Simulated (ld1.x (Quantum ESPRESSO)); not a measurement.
# Cu: excitation energies, all-electron against RRKJ

| Item | Value |
| --- | --- |
| Element | Cu (Z = 29) |
| Generator | ld1.x (Quantum ESPRESSO) 7.5 |
| Type | norm-conserving RRKJ (Kleinman–Bylander form) |
| Functional | PBE |
| Relativity | fully relativistic |
| Frozen core | [Ar] |
| Valence charge | 11 |
| Reference configuration | 3d9 4s2 4p0 |
| Partial waves | 4s (bound): rc 2.30 bohr; 4p (bound, empty): rc 2.35 bohr; 3d (bound): rc 0.85 bohr |
| Local potential | all-electron potential smoothed inside 1.80 bohr (lloc = -1) |
| Core correction | a·sin(br)/r model core, default radius (core density twice the valence density) |
| rho0 | 0.005 |

Open shells are filled in proportion to 2j + 1 (rel_dist='average').

Energies are relative to the spin-unpolarised reference configuration 3d9 4s2 4p0; without spin polarisation the order of configurations can differ from experiment. The frozen-core shift is the all-electron ΔE with the core orbitals held at their reference shape minus the fully relaxed ΔE.

```tsv
valence configuration	charge	ΔE all-electron (eV)	error AE − PS (meV)	frozen-core shift (meV)
3d10 4s1 4p0	0	-1.971	-145	+59
3d9 4s0 4p0	+2	27.511	-50	+6.7
3d10 4s0.5 4p0	+0.5	1.192	-197	+74
3d10 4s0 4p1	0	2.165	-198	+75
3d7 4s0 4p0	+4	126.238	-1231	+1075
```

(1) What are ΔE and the potential's error for 3d10 4s0 4p0?

(2) What are ΔE and the potential's error for 3d9 4s1 4p0?

Levels in the configuration 3d10 4s0 4p0:

| level | all-electron (eV) | pseudo (eV) |
| --- | --- | --- |
| 3d j=3/2 | -13.823 | -13.595 |
| 3d j=5/2 | -13.550 | -13.327 |

## Answers

(1) ΔE = 6.178 eV all-electron; the error (AE − PS) is -265 meV.

(2) ΔE = 9.608 eV all-electron; the error (AE − PS) is -6.5 meV.
